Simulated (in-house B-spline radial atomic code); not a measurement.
Results of a calculation; reference values are marked as such.
# Making a Troullier-Martins s channel for In, r_c = 2.25 bohr

In, [Kr] 4d10 5s2 5p1, non-relativistic PBE, spherical and spin-unpolarised, from an all-electron radial atomic-structure program (B-spline basis) (atomic units). The all-electron 5s level is ε = -0.281186 hartree, its outermost node lies just inside 1.08 bohr and its outer maximum at 2.25 bohr.

Inside r_c the pseudo-orbital is u(r) = r^1 exp(p(r)), with p = c0 + c2 r² + c4 r⁴ + … + c12 r¹². The seven coefficients follow from p and its first four derivatives at r_c, from zero curvature of the screened potential at the origin, c4 = −c2²/(2l + 5), and from the norm inside r_c. At r_c the all-electron orbital has P = 0.6794165, P' = 0.0005695233, the screened potential V = -0.6799948, V' = 0.6964738, V'' = -1.166126, and the norm inside is Q = 0.3527394.

(1) What are p, p' and p'' at r_c?

For a trial c2 the five matching conditions are linear in c0, c6, c8, c10 and c12, and c2 is varied until the norm inside r_c equals Q. The root nearest zero gives:

```
 n           c_n
 0     -2.209403
 2     0.7940909
 4    -0.1261161
 6   -0.02681368
 8    0.01073163
10  -0.001281644
12  5.440667e-05
```

(2) Check c4 and p(r_c), and find the screened pseudopotential at the origin.

Orbitals and screened potentials:

| r (bohr) | P | u | V all-electron | V pseudo |
| --- | --- | --- | --- | --- |
| 0.225 | 0.1699 | 0.0257 | -98.52 | 2.098 |
| 0.562 | -0.2441 | 0.07822 | -18.92 | 1.974 |
| 0.9 | -0.1865 | 0.1713 | -6.803 | 1.389 |
| 1.238 | 0.2059 | 0.3254 | -3.048 | 0.2387 |
| 1.575 | 0.4978 | 0.5107 | -1.637 | -0.7981 |
| 1.912 | 0.6415 | 0.6415 | -1.003 | -0.9686 |
| 2.25 | 0.6794 | 0.6794 | -0.68 | -0.68 |

Logarithmic derivatives P'/P at R = 2.55 bohr, for energies E around ε:

```csv
E − ε (hartree),all-electron,pseudo
-0.5,0.629242,0.625284
-0.25,0.281737,0.280133
-0.1,0.0195344,0.0191731
0,-0.188646,-0.18865
0.1,-0.43388,-0.434486
0.25,-0.903903,-0.909899
0.5,-2.24046,-2.30687
```

(3) With P(R) = 0.6590863 and a norm of 0.4883721 inside R, what slope in energy does norm conservation fix?

## Answers

(1) p = ln(P/r_c^1) = ln(0.6794165/2.25) = -1.19745. p' = P'/P − 1/r_c = 0.00084 − 0.44444 = -0.44361. The radial equation gives p'' = 2(V − ε) − 2(1) p'/r_c − p'² = -0.79762 − (-0.39432) − 0.19679 = -0.60009. Differentiating, p''' = 2V' + 2(1)p'/r_c² − 2(1)p''/r_c − 2p'p'' = 1.2187, and p'''' = 2V'' − 4(1)p'/r_c³ + 4(1)p''/r_c² − 2(1)p'''/r_c − 2p''² − 2p'p''' = -3.3729.

(2) −c2²/5 = -0.126116, as listed. The terms c_n r_c^n are -2.20940, 4.02009, -3.23222, -3.47898, 7.04897, -4.26180, 0.91589, which sum to -1.19745. Inverting the radial equation, V_l(r) = ε + 1 p'/r + (p'' + p'²)/2, so V_l(0) = ε + (2l + 3) c2 = -0.281186 + 3 × (0.794091) = 2.1011 hartree, finite where the all-electron potential diverges.

(3) d(P'/P)/dE = −2 × (norm inside R)/P(R)² = -2.2485 per hartree·bohr at E = ε, for both atoms, since orbital and norm agree at R. Differences over ±0.1 hartree give -2.2671 (all-electron) and -2.2683 (pseudo), which also hold third-order terms. Half a hartree below ε the two curves differ by -0.0040.
